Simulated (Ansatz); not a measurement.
`[NH2][Zr]([Cl])([Cl])[Cl]`, charge 0, multiplicity 1.

Question: Give a relaxed structure at PBE0-D4/def2-TZVP (the Gaussian-basis code of Ansatz). (An estimate is asked.)

Answer: Computed: 
Cartesian coordinates in Å:
```
N -0.1728 0.2787 -1.2322
Zr 0.0697 -0.1576 0.6955
Cl -0.9420 1.5545 1.9208
Cl -0.8483 -2.2774 1.0431
Cl 2.3638 -0.2129 1.1708
H -0.2079 -0.3971 -1.9847
H -0.2626 1.2119 -1.6132
```
Point group Cs.
